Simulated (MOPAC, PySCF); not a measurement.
CH3FSi, SMILES `C=[SiH]F`, neutral singlet in the gas phase. 

Cartesian coordinates (Å):
```xyz
6

C     -0.9471    -0.0609     0.0394
Si     0.7293     0.0686    -0.0308
F      1.7162    -1.1623    -0.2169
H     -1.5288     0.8443     0.1732
H     -1.4984    -0.9888    -0.0349
H      1.5288     1.2991     0.0700
```
Charge 0, spin multiplicity 1.

All levels are single points at this geometry (PBE0-D3(BJ)/def2-TZVP); Pople sets use spherical d functions. Orbital energies aren't observables, and empty levels follow the basis.

```json
[
 {"level": "PBE-D3(BJ)/def2-TZVP in PySCF", "HOMO (eV)": "-5.62", "LUMO (eV)": "-1.62", "gap (eV)": "4.01", "dipole (D)": "0.95", "vertical IE, Delta-SCF (eV)": "–"},
 {"level": "PBE0-D3(BJ)/def2-TZVP in PySCF", "HOMO (eV)": "-6.66", "LUMO (eV)": "-0.77", "gap (eV)": "5.89", "dipole (D)": "1.07", "vertical IE, Delta-SCF (eV)": "–"},
 {"level": "ωB97X-D3(BJ)/def2-TZVP in PySCF", "HOMO (eV)": "-8.96", "LUMO (eV)": "1.27", "gap (eV)": "10.23", "dipole (D)": "1.14", "vertical IE, Delta-SCF (eV)": "–"},
 {"level": "B3LYP/6-311+G** in PySCF", "HOMO (eV)": "-6.54", "LUMO (eV)": "-1.09", "gap (eV)": "5.45", "dipole (D)": "1.24", "vertical IE, Delta-SCF (eV)": "–"},
 {"level": "B3LYP/LANL2DZ in PySCF", "HOMO (eV)": "-6.70", "LUMO (eV)": "-1.06", "gap (eV)": "5.64", "dipole (D)": "1.77", "vertical IE, Delta-SCF (eV)": "–"},
 {"level": "BP86/6-31G* in PySCF", "HOMO (eV)": "-5.42", "LUMO (eV)": "-1.22", "gap (eV)": "4.20", "dipole (D)": "0.93", "vertical IE, Delta-SCF (eV)": "–"},
 {"level": "PBE/6-31G* in PySCF", "HOMO (eV)": "-5.33", "LUMO (eV)": "-1.14", "gap (eV)": "4.19", "dipole (D)": "0.93", "vertical IE, Delta-SCF (eV)": "8.76"},
 {"level": "HF/STO-3G in PySCF", "HOMO (eV)": "-5.75", "LUMO (eV)": "7.73", "gap (eV)": "13.48", "dipole (D)": "1.16", "vertical IE, Delta-SCF (eV)": "–"},
 {"level": "PM6 in MOPAC", "HOMO (eV)": "-8.30", "LUMO (eV)": "-0.73", "gap (eV)": "7.57", "dipole (D)": "1.88", "vertical IE, Delta-SCF (eV)": "–"}
]
```
